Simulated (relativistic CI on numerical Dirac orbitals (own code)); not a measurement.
## Hyperfine structure of Si+, mass number 29

Calculated at this level of theory: Dirac-Coulomb-Breit CI, KLI orbitals optimised for each configuration, model QED, valence Slater integrals scaled by 0.85, P86 correlation energy added to each configuration (own radial code, finite nucleus).

Configuration list (outside the closed core [Ne]): 3s2.3p, 3s.3p2, 3s2.4s, 3s2.3d, 3s2.4p, 3s2.5s, 3s2.4d, 3s2.4f, 3s2.5p, 3s.3p.3d, 3s2.5d, 3s2.5f, 3s2.5g, 3s.3p.4s, 3p3, 3s.3p.4p. Levels of other configurations are missing.

Nuclear spin I = 1/2, μ = -0.55505 μN (tables of Stone and Pyykkö). The electronic factors are computed for point nuclear moments, without core polarisation; leaving it out makes A of s and p electrons in near-neutral atoms 20 to 40 % too small, and it can dominate for d and f shells.

```csv
Level,E (cm⁻¹),A (MHz)
3s2.3p 2P°_1/2,0.0,-784.5
3s2.3p 2P°_3/2,271.3,-188.2
3s.3p2 4P_1/2,41994.9,-2364
3s.3p2 4P_3/2,42099.2,-1091
3s.3p2 4P_5/2,42268.5,-1061
3s.3p2 2D_3/2,58846.9,386.2
3s.3p2 2D_5/2,58862.7,-870.7
3s2.4s 2S_1/2,71862.1,-819.8
```

Levels with J = 0, under 50 % of one LS term, or S terms without an open s electron are left out. Small factors come from cancelling terms and can be off by tens of per cent or more.

For a near-neutral ion this model can misplace configurations by up to about 10,000 cm⁻¹ (more where the count of f electrons changes) and terms by 10 to 25 % of their spread. Rates follow the energies as ν³ (E1, M1) or ν⁵ (E2), so they and the lifetimes can be off by large factors. The fine structure of a lone outer electron comes out too small, for d and f at times inverted, and misplaced configurations move strength between like terms. 48 of the 48 excited levels that our extract of the measured tables holds in this range could be paired (the sources list more); they are missed by 3728 cm⁻¹ on average and 9096 at most, and levels without a partner can miss by more.

**Question.** Give the hyperfine levels of 3s2.3p 2P°_1/2 relative to its centre of gravity.

**Answer.** With K = F(F + 1) − I(I + 1) − J(J + 1), E = AK/2: F = 0: 588.4, F = 1: -196.1 MHz.
